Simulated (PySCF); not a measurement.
In(Cl)2(OMe) (CH₃Cl₂InO), SMILES [O]([In]([Cl])[Cl])C.

Geometry optimised at r2SCAN-D4/def2-SVP. The structure was generated by enumeration; whether it is a known compound was not checked. The def2 effective core potentials stand for the cores of In; spin–orbit coupling is left out. Other conformers were not sampled.

All values below come from PySCF with PBE/def2-TZVP.

The molecule is in vacuum.

Computed frontier levels, gap, dipole moment and polarisability:
```json
{
  "highest_occupied_level": "-6.72 eV",
  "lowest_empty_level": "-3.64 eV",
  "orbital_gap": "3.08 eV",
  "dipole_moment": "1.56 D",
  "quadrupole, principal values (traceless, Buckingham form, about the centre of nuclear charge)": "-8.57, 2.15, 6.42 D·Å",
  "mean_static_polarisability": "80.3 bohr³ (11.90 Å³)",
  "polarisability_principal_values": "53.9, 84.7, 102.3 bohr³"
}
```
